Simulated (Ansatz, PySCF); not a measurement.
Process, species as SMILES: [O]B(O)Cl → [O-]B(O)Cl (an electron is taken up)
Structures are relaxed separately at B3LYP-D3(BJ)/def2-TZVP in Ansatz (an electronic-structure program), one conformer each, not searched for the lowest.

Quantity: adiabatic electron affinity (electronic energy difference), positive where the reaction releases energy, in eV. Correlated levels leave the core frozen unless marked. UHF or UKS for open shells. Spin-orbit coupling is left out. Non-relativistic unless marked X2C. Anions need diffuse functions: aug- sets have them; def2-D sets add few; the other sets have none. CBS marks a two-point X^-3 extrapolation of the correlation energy; Hartree-Fock from the larger set. The bracket is a focal-point correction in the basis named.

```csv
level,program,adiabatic electron affinity (eV)
PBE0/STO-3G,Ansatz,-0.72
TPSSh-D3(BJ)/def2-TZVPD,PySCF + dftd3,___
M06-2X/def2-TZVPD,PySCF,3.71
CCSD/cc-pV(T+d)Z,Ansatz,3.28
CCSD/cc-pwCVTZ,Ansatz,___
X2C-CCSD(T)/cc-pVTZ-DK,Ansatz,3.41
"RI-MP2/CBS(aug-cc-pV(T+d)Z,aug-cc-pV(Q+d)Z)+[CCSD(T)-MP2]/aug-cc-pV(T+d)Z",Ansatz,___
```

**Question.** Some entries are withheld; supply them.

**Answer.** 
- TPSSh-D3(BJ)/def2-TZVPD, adiabatic electron affinity (eV): 3.46
- CCSD/cc-pwCVTZ, adiabatic electron affinity (eV): 3.29
- RI-MP2/CBS(aug-cc-pV(T+d)Z,aug-cc-pV(Q+d)Z)+[CCSD(T)-MP2]/aug-cc-pV(T+d)Z, adiabatic electron affinity (eV): 3.81
